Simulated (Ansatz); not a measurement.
MoO3F, that is [MoO3F]- with one electron fewer. Total charge 0; doublet. Geometry r2SCAN-D4/def2-SVPD; atoms count from 1.

```xyz
5

Mo    0.0078    0.0243   -0.0127
O     1.3490   -1.0530    0.2443
O    -0.7087    0.2931    1.5493
O    -1.1633   -0.8668   -0.9401
F     0.5151    1.6024   -0.8408
```

In the def2 sets Mo takes a core potential; there is no spin–orbit coupling.

**Question.** Estimate the Mulliken populations from the PBE0/def2-TZVPD orbitals of Ansatz.

**Answer.** 
```csv
atom,charge (e),spin (α − β),d electrons
Mo1,2.57,-0.34,3.33
O2,-0.65,0.45,–
O3,-0.65,0.45,–
O4,-0.65,0.45,–
F5,-0.63,0.00,–
```
Mulliken values depend strongly on the basis. With diffuse functions, as here, like atoms can get unlike values, and bond orders can come out too low or too high.

**Question.** Where does the spin sit?

**Answer.** Summed by element: Mo -0.34, O 1.35, F 0.00, of 1 unpaired in all. Largest on single atoms: O3 0.45, O4 0.45, O2 0.45.

**Question.** And the Mayer bond orders between heavy atoms (over 0.3)?

**Answer.** Mo1–O2 1.30 (1.74 Å); Mo1–O3 1.29 (1.74 Å); Mo1–O4 1.29 (1.74 Å); Mo1–F5 0.45 (1.85 Å).
